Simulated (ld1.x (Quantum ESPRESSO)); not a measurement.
## chlorine: TM pseudisation with PBE, scalar-relativistic reference atom.

* Element: Cl (Z = 17)
* Generator: ld1.x (Quantum ESPRESSO) 7.5
* Type: norm-conserving Troullier–Martins (Kleinman–Bylander form)
* Functional: PBE
* Relativity: scalar-relativistic
* Frozen core: [Ne]
* Valence charge: 7
* Reference configuration: 3s1 3p6
* Partial waves: 3s (bound): rc 1.15 bohr; 3d channel at -0.2 Ry: rc 1.15 bohr; 3p (bound): rc 0.95 bohr
* Local potential: the p channel
* Core correction: none

Poles of the logarithmic derivatives, all-electron (AE) and pseudo (PS). s: poles at no energy (AE) and no energy (PS) Ry. p: poles at no energy (AE) and no energy (PS) Ry. d: poles at no energy (AE) and no energy (PS) Ry. Test radius 1.25 bohr.

* Cutoffs needed: 160 Ry and 300 Ry (the cutoffs (Ry, on a coarse ladder) from which the occupation-weighted sum of valence levels, in a spherical-Bessel basis at the reference potential, stays within 10 and 1 mRy of its value at 400 Ry)
* Ghost test: no extra level below or beside the all-electron valence levels (s, d, p, f tested) (spherical-Bessel basis up to 400 Ry, 20 bohr box)
* Largest excitation error: +224 meV (all-electron minus pseudo) for 3s2 3p1, out of 7 test configurations
